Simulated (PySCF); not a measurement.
Geometry:
| atom | x (Å) | y (Å) | z (Å) |
| --- | --- | --- | --- |
| C1 | -2.158 | 0.077 | 0.196 |
| C2 | -0.954 | -0.543 | -0.465 |
| F3 | -1.084 | -0.387 | -1.818 |
| F4 | -0.997 | -1.893 | -0.248 |
| C5 | 0.430 | -0.021 | -0.043 |
| C6 | 0.657 | -0.258 | 1.450 |
| C7 | 0.565 | 1.464 | -0.382 |
| C8 | 1.476 | -0.810 | -0.838 |
| F9 | 2.737 | -0.378 | -0.498 |
| H10 | -2.136 | -0.089 | 1.280 |
| H11 | -3.055 | -0.401 | -0.220 |
| H12 | -2.202 | 1.154 | -0.008 |
| H13 | 0.007 | 0.379 | 2.067 |
| H14 | 0.472 | -1.309 | 1.717 |
| H15 | 1.700 | -0.020 | 1.700 |
| H16 | 0.307 | 1.656 | -1.433 |
| H17 | 1.607 | 1.777 | -0.222 |
| H18 | -0.077 | 2.088 | 0.257 |
| H19 | 1.403 | -1.886 | -0.615 |
| H20 | 1.335 | -0.660 | -1.920 |

Geometry: PBE0-D3(BJ)/def2-SVP; GIAO absolute shieldings from PySCF, gas phase, non-relativistic, averaged over equivalent atoms.

At wB97X-D/pcSseg-1 (208 basis functions, 48 s wall time on 1 thread of an Arm Neoverse V1, shared host):
| atoms | σ (ppm) |
| --- | --- |
| C2 | 56.0 |
| C8 | 98.6 |
| C5 | 141.0 |
| C1 | 163.4 |
| C6/C7 | 164.1 |
| F3/F4 | 307.2 |
| F9 | 446.6 |
| H19/H20 | 26.93 |
| H10/H11/H12 | 29.87 |
| H13/H14/H15/H16/H17/H18 | 30.31 |

What do these become at PBE0/pcSseg-1?

## Answers


```tsv
atoms	σ at PBE0/pcSseg-1	change
C2	56.0	+0.0
C8	98.7	+0.1
C5	141.1	+0.1
C1	164.2	+0.8
C6/C7	164.4	+0.3
F3/F4	304.0	-3.2
F9	444.6	-2.0
H19/H20	26.80	-0.13
H10/H11/H12	29.78	-0.09
H13/H14/H15/H16/H17/H18	30.21	-0.10
```

The largest change is at F3/F4 (fluorine of a CF2 group). Cost: 208 basis functions, 39 s wall time on 1 thread of an Arm Neoverse V1, shared host. The order of the carbon signals is the same at both levels.
